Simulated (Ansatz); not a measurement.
A run for Ansatz (a first-principles code): U-CCSD(T)/cc-pV(D+d)Z on F5S (SMILES F[S](F)(F)(F)F). The basis file is the Basis Set Exchange's JSON of that set.

Ansatz 0.2 input:
```yaml
crystal:
  periodic: [false, false, false]
  atoms:
    - {symbol: S, position_ang: [0.00000000, -0.00000000, -0.22524602]}
    - {symbol: F, position_ang: [-0.00000000, -0.00000000, 1.32863106]}
    - {symbol: F, position_ang: [1.62188985, 0.00000000, -0.27589626]}
    - {symbol: F, position_ang: [-1.62188985, -0.00000000, -0.27589626]}
    - {symbol: F, position_ang: [0.00000000, 1.62188985, -0.27589626]}
    - {symbol: F, position_ang: [-0.00000000, -1.62188985, -0.27589626]}
basis:
  gaussian:
    orbitals: cc-pV_D+d_Z.json
magnetization: {spin_polarized: true, initial_magnetization: 1}
correlation: {method: ccsd_t, electrons: outside_noble_gas}
scf: {omitted_lower_state_checks: [cluster_reference]}
```

Program output:

```
WARN ansatz: RAYON_NUM_THREADS=4 ignored (pool sized by the plan → 4); use --threads N
Functional definition: HF
these checks for a lower state are left out or cut short: cluster_reference
integrals: 0.16 GiB planned
883 factors; integrals over basis functions are off by at most 7.1e-4 eV
mean field: 0.52 GiB planned
mean field evaluation 1: about -24335.5057 eV, gradient 4.2e1 eV
mean field evaluation 2: about -24335.6441 eV, gradient 4.2e1 eV
mean field evaluation 4: about -24342.3057 eV, gradient 3.2e0 eV
mean field evaluation 8: about -24342.4268 eV, gradient 1.9e-1 eV
mean field evaluation 16: about -24342.4272 eV, gradient 3.3e-6 eV
mean field -24342.42722731 eV, -894.5677007137 hartree, gradient 3.3e-6 eV, S^2 0.767454; 0 other end points of the search recorded, 0 dependent functions left out
10 core orbitals not correlated
reference -24342.42722731 eV, -894.5677007137 hartree; 21, 20 occupied and 62, 63 virtual orbitals, 883 factors
second order -29.88768558 eV of doubles, -0.00000000 eV of singles
coupled cluster: 0.77 GiB planned
cycle   1  -29.27275838 eV  change    6.1e-1 eV  update   1.2e-1
cycle   2  -29.90629041 eV  change   -6.3e-1 eV  update   3.6e-2
cycle   3  -30.07357452 eV  change   -1.7e-1 eV  update   1.9e-2
cycle   4  -30.06642033 eV  change    7.2e-3 eV  update   5.3e-3
cycle   5  -30.06249329 eV  change    3.9e-3 eV  update   3.0e-3
cycle   6  -30.06405569 eV  change   -1.6e-3 eV  update   1.1e-3
cycle   7  -30.06437307 eV  change   -3.2e-4 eV  update   5.3e-4
cycle   8  -30.06430668 eV  change    6.6e-5 eV  update   1.7e-4
cycle   9  -30.06434943 eV  change   -4.3e-5 eV  update   7.1e-5
cycle  10  -30.06434756 eV  change    1.9e-6 eV  update   1.3e-5
perturbative correction -0.63569157 eV, -0.0233612344 hartree
Total energy: -24373.12726644 eV, -895.6959063426 hartree
Checks for a lower state left out: cluster_reference
```

Self-consistency was reached.

Cost: roughly 22 core-seconds.
